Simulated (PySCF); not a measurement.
A GIAO shielding run with PySCF 2.14.0 with density-fitted response routines (density fitting, non-relativistic, gas phase) on `O([SiH2][SiH2][SiH2]C)[SiH3]`, CH₁₂OSi₄:

```
$ OMP_NUM_THREADS=1 python probes_run.py task.json out

{"job": {"kind": "nmr", "xc": "PBE0", "basis": "pcSseg-1"}, "charge": 0, "multiplicity": 1}
C     -3.418640    -0.413397    -0.242917
Si    -1.545312    -0.712289    -0.075669
Si    -0.573254     0.797371     1.405419
Si     1.630094     1.317918     0.986248
O      2.102468     0.088503     0.022329
Si     3.103951    -0.721604    -0.951615
H     -3.913907    -0.483663     0.721096
H     -3.885882    -1.137459    -0.903943
H     -3.622790     0.575642    -0.643047
H     -0.977052    -0.615796    -1.429898
H     -1.371563    -2.117559     0.331964
H     -0.716425     0.303205     2.790691
H     -1.349163     2.054676     1.457596
H      1.888461     2.552321     0.233049
H      2.573806     1.336712     2.111839
H      2.250006    -1.742194    -1.551625
H      3.645653     0.208581    -1.940862
H      4.170790    -1.284650    -0.126590
```

Hardware: 1 thread of an Arm Neoverse V1, shared host. The job also computes population analyses, field gradients.

Problem. How large is the calculation?

Solution. 82 electrons, 190 basis functions and 1084 auxiliary functions.

Problem. How long does it take, and how much memory does it need?

Solution. 28 s of wall time, with 13 SCF cycles and 4 response iterations; peak memory 0.79 GiB. Times on a shared host scatter by some tens of per cent.
